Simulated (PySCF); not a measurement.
A structure optimised at PBE-D3(BJ)/def2-SVP, used in a PySCF frequency run:

```xyz
12

Si     0.8668    -0.1242     0.1892
F      2.1691    -0.5175    -0.7131
F      1.0441     1.4407     0.6178
C     -0.6952    -0.2968    -0.8316
C     -1.8782     0.2011    -0.0517
C     -2.8007    -0.5736     0.5482
H      0.8823    -0.9546     1.4294
H     -0.5459     0.2779    -1.7717
H     -0.8060    -1.3677    -1.1072
H     -1.9457     1.2978     0.0655
H     -2.7733    -1.6734     0.4675
H     -3.6212    -0.1342     1.1354
```

### Question
Write its SMILES and formula.

### Answer
C=CC[SiH](F)F, C₃H₆F₂Si

### Question
What are its rotational constants (standard atomic weights)?

### Answer
5.5382, 1.5627, 1.3508 GHz
